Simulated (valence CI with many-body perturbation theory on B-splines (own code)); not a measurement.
**In XXXVII: input, log and results**

Computed by relativistic CI+MBPT: three valence electrons over a frozen Dirac-Fock core [Ne], a basis of 11 s, 11 p, 10 d, 8 f, 5 g, 2 h functions for each j, with the one-electron correlation potential Σ1 (screened to all orders), the two-electron term Σ2, the three-electron term Σ3, Breit, model QED; selected single and double excitations, second order for the rest, scaled by the run's own slope (own B-spline code, finite nucleus).

Command, and the settings that its task file holds:

```sh
python run_cv.py task.json out
```

```
atom In  Z=49  mass_number=115  rms_radius_fm=4.6156
core [Ne]
valence 3s2 3p1
avg = 1
basis = M
breit = 1
cap = 32000
capref = 2000
cscale = 1
de = 0.0
dress = 0
eps = 2e-08
extrap = 1
h = 0.27
hh = 1
l2 = 3
lcore = 6
maxit = 60
n2 = 5
natural = 1
nlev = 150
nno = [5, 5, 5, 4, 2, 1]
nroot = 36
nsp = [6, 6, 5, 4, 3, 1]
pt2 = 1
qed = 1
rpa = 1
s1 = 1
s2 = 1
s3 = 1
screen = 1
tol = 2e-05
whole = 1
```

Problem. Roughly how long does this run take on one core of Arm Neoverse V1, and how much memory?

Solution. 72 s on 1 thread of Arm Neoverse V1, on a shared host, peak memory 0.73 GiB.

Log. The first blocks belong to the next ion, which gives the ionisation energy. Fields: 2J, parity (1 odd), roots, reference size, generating configurations, candidates as configurations/state functions, variational space P, stored matrix elements, Davidson steps; e2 is the range of second-order energies in hartree. The first line gives the box (bohr), its intervals, the orbitals and the steps of their self-consistent field. Window is the range of levels sought, series limit the energy at which the first omitted orbital would enter, core excitation an estimate of the first excitation out of the core, left out the lowest levels not solved, and shifts from estimates the range by which levels moved from their first estimate, all in cm⁻¹.

```
rmax 5.1 intervals 59 orbitals 83 references ['3s2 3p', '3s 3p2', '3s2 3d', '3p3', '3s 3p 3d'] scf 3 t 1.0
2J=0 par=0 roots 2 ref 18 generators 4 cand 390/390 P 408/408 nnz 0 it 0
2J=0 par=0 roots 2 ref 18 generators 5 cand 8/8 P 416/416 nnz 0 it 0
   second order: generators 7 cand 0/0 e2 -0.00000 -0.00000
reference levels 1222, estimated 636, window 9093070 1/cm; series limit 16260246, core excitation 27471549
2J=1 par=1 roots 17 ref 90 generators 26 cand 1528/2394 P 4223/6399 nnz 4.5e+06 it 5
2J=1 par=1 roots 17 ref 90 generators 31 cand 3321/5048 P 7544/11447 nnz 1.2e+07 it 7
   second order: generators 48 cand 8292/13152 e2 -0.00003 -0.00000
2J=3 par=1 roots 25 ref 146 generators 25 cand 872/2064 P 3382/7230 nnz 6.7e+06 it 5
2J=3 par=1 roots 25 ref 146 generators 37 cand 4802/10249 P 8184/17479 nnz 3.1e+07 it 7
   second order: generators 54 cand 10442/24628 e2 -0.00005 -0.00000
2J=1 par=0 roots 16 ref 93 generators 25 cand 1419/2253 P 4211/6400 nnz 4.6e+06 it 5
2J=1 par=0 roots 16 ref 93 generators 29 cand 3056/4707 P 7267/11107 nnz 1.2e+07 it 5
   second order: generators 44 cand 6966/11034 e2 -0.00003 -0.00000
2J=3 par=0 roots 23 ref 147 generators 25 cand 890/2063 P 3352/7240 nnz 6.7e+06 it 4
2J=3 par=0 roots 23 ref 147 generators 35 cand 5197/11644 P 8549/18884 nnz 3.5e+07 it 6
   second order: generators 51 cand 9997/23174 e2 -0.00006 -0.00000
2J=5 par=0 roots 22 ref 153 generators 24 cand 779/2072 P 3036/7252 nnz 7.2e+06 it 5
2J=5 par=0 roots 22 ref 153 generators 31 cand 5536/13935 P 8572/21187 nnz 4.5e+07 it 8
   second order: generators 52 cand 8646/22362 e2 -0.00007 -0.00000
2J=5 par=1 roots 20 ref 147 generators 15 cand 770/2073 P 3014/7257 nnz 7.2e+06 it 4
2J=5 par=1 roots 20 ref 147 generators 26 cand 4271/10216 P 7285/17473 nnz 3.6e+07 it 5
   second order: generators 46 cand 11177/30154 e2 -0.00003 -0.00000
2J=7 par=1 roots 14 ref 115 generators 13 cand 714/1898 P 2660/6407 nnz 5.7e+06 it 5
2J=7 par=1 roots 14 ref 115 generators 16 cand 4610/12237 P 7270/18644 nnz 3.8e+07 it 7
   second order: generators 33 cand 11900/35673 e2 -0.00005 -0.00000
2J=9 par=1 roots 7 ref 66 generators 9 cand 1635/3812 P 2905/6378 nnz 6.1e+06 it 5
2J=9 par=1 roots 7 ref 66 generators 13 cand 2667/6867 P 5572/13245 nnz 2.2e+07 it 5
   second order: generators 21 cand 7066/19728 e2 -0.00004 -0.00001
2J=7 par=0 roots 12 ref 114 generators 12 cand 719/1852 P 2719/6512 nnz 6e+06 it 5
2J=7 par=0 roots 12 ref 114 generators 19 cand 3985/9983 P 6704/16495 nnz 3.3e+07 it 6
   second order: generators 35 cand 12163/35148 e2 -0.00005 -0.00000
2J=9 par=0 roots 8 ref 72 generators 13 cand 1607/3602 P 2968/6397 nnz 6.2e+06 it 6
2J=9 par=0 roots 8 ref 72 generators 15 cand 3140/8409 P 6108/14806 nnz 2.6e+07 it 5
   second order: generators 28 cand 8261/25879 e2 -0.00008 -0.00000
2J=11 par=1 roots 3 ref 31 generators 7 cand 1689/3859 P 3154/6388 nnz 5.6e+06 it 4
2J=11 par=1 roots 3 ref 31 generators 13 cand 1733/4471 P 4887/10859 nnz 1.4e+07 it 4
   second order: generators 16 cand 5914/17372 e2 -0.00005 -0.00001
2J=11 par=0 roots 2 ref 28 generators 4 cand 1491/3489 P 2777/6005 nnz 5.2e+06 it 4
2J=11 par=0 roots 2 ref 28 generators 6 cand 943/2429 P 3720/8434 nnz 9.5e+06 it 4
   second order: generators 12 cand 7066/19710 e2 -0.00004 -0.00002
left out: unestimated 12443721, estimated 9719348, shifts from estimates -6 to 77
operators 1.0
```

The Davidson iterations converged.

The last digits are not significant, and no measured levels were compared; by estimate large intervals hold to a few tenths of a per cent, small ones and those within an open d or f shell to about a per cent.

```
Valence energy                            : -278.4754 hartree
Ionisation energy                         : 2396.6 eV (NIST: 2373 ± 11 eV (semi-empirical))
Reference configurations for the orbitals : 3s2 3p, 3s 3p2, 3s2 3d, 3p3, 3s 3p 3d
Radial orbitals                           : 83
Box radius                                : 5.093 bohr
Largest variational space                 : 21187
Lowest levels                             : (3s^2 3p1/2) J=1/2 0, (3s^2 3p3/2) J=3/2 422430, (3s 3p1/2^2) J=1/2 698990, (3s 3p1/2 3p3/2) J=3/2 [a] 1007800, (3s 3p1/2 3p3/2) J=5/2 1084000, (3s 3p1/2 3p3/2) J=3/2 [b] 1194900, (3s 3p1/2 3p3/2) J=1/2 1263400, (3s 3p3/2^2) J=5/2 1447700, (3s^2 3d3/2) J=3/2 1521800, (3s^2 3d5/2) J=5/2 1653600, (3s 3p3/2^2) J=1/2 1689100, (3s 3p3/2^2) J=3/2 1728600, (3p1/2^2 3p3/2) J=3/2 1922200, (3s 3p1/2 3d3/2) J=3/2 [a] 2031000 cm⁻¹
```

Levels are named by their leading jj configuration (3d3/2^4 stands for four electrons in 3d with j = 3/2), which in mixed levels can hold well under half, so a name can repeat and another be missing. Letters in brackets count levels of one name in rising energy.
